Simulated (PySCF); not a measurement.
PySCF input (CCSD(T)/cc-pVDZ):

```python
from pyscf import gto, scf, mp, cc as ccmod

mol = gto.M(
    atom='''
    Al   -0.00000000   -0.00000000    0.00000000
    H     1.18628562   -0.23122513    1.10967411
    H    -1.18184267    0.93461622    0.64950418
    H    -0.62889981   -1.45058930   -0.43862396
    H     0.62445686    0.74719821   -1.32055432
    ''',
    basis='cc-pvdz',
    charge=-1,
    spin=0,
    verbose=4,
)

mf = scf.RHF(mol)
mf.conv_tol = 1e-10
mf.max_cycle = 100
mf.kernel()
mp2 = mp.MP2(mf, frozen=5).run()
cc = ccmod.CCSD(mf, frozen=5)
cc.max_cycle = 100
cc.kernel()
et = cc.ccsd_t()
print(f'E(CCSD(T)) = {cc.e_tot + et:.9f}')
```

End of the output:

```
Extra cycle  E= -244.23044652609  delta_E= 1.25e-12  |g|= 1.71e-08  |ddm|= 3.48e-07
converged SCF energy = -244.23044652609

******** <class 'pyscf.mp.mp2.RMP2'> ********
nocc = 4, nmo = 33
frozen orbitals 5
E(RMP2) = -244.33487091342  E_corr = -0.10442438732957
E(SCS-RMP2) = -244.34928188356  E_corr = -0.118835357469382
E_corr(same-spin) = -0.00746989306857939
E_corr(oppo-spin) = -0.0969544942609906

******** <class 'pyscf.cc.ccsd.CCSD'> ********
CC2 = 0
CCSD nocc = 4, nmo = 33
frozen orbitals 5
max_cycle = 100
direct = 0
conv_tol = 1e-07
conv_tol_normt = 1e-05
diis_space = 6
diis_start_cycle = 0
diis_start_energy_diff = 1e+09
Init t2, MP2 energy = -244.334870913418  E_corr(MP2) -0.104424387327768
Init E_corr(CCSD) = -0.104424387327768
cycle = 1  E_corr(CCSD) = -0.12707960735466  dE = -0.02265522  norm(t1,t2) = 0.0416965
cycle = 2  E_corr(CCSD) = -0.132913211135086  dE = -0.00583360378  norm(t1,t2) = 0.014486
cycle = 3  E_corr(CCSD) = -0.135627092360815  dE = -0.00271388123  norm(t1,t2) = 0.00607541
cycle = 4  E_corr(CCSD) = -0.135564045270932  dE = 6.30470899e-05  norm(t1,t2) = 0.00139656
cycle = 5  E_corr(CCSD) = -0.135524790452964  dE = 3.9254818e-05  norm(t1,t2) = 0.000310657
cycle = 6  E_corr(CCSD) = -0.135531516922016  dE = -6.72646905e-06  norm(t1,t2) = 7.6863e-05
cycle = 7  E_corr(CCSD) = -0.135531313857253  dE = 2.03064763e-07  norm(t1,t2) = 1.32353e-05
cycle = 8  E_corr(CCSD) = -0.135531452831261  dE = -1.38974008e-07  norm(t1,t2) = 2.21213e-06
cycle = 9  E_corr(CCSD) = -0.135531484036682  dE = -3.12054208e-08  norm(t1,t2) = 5.65475e-07
CCSD converged
E(CCSD) = -244.3659780101271  E_corr = -0.1355314840366819
CCSD(T) correction = -0.00178504387956995
E(CCSD(T)) = -244.367763054
```
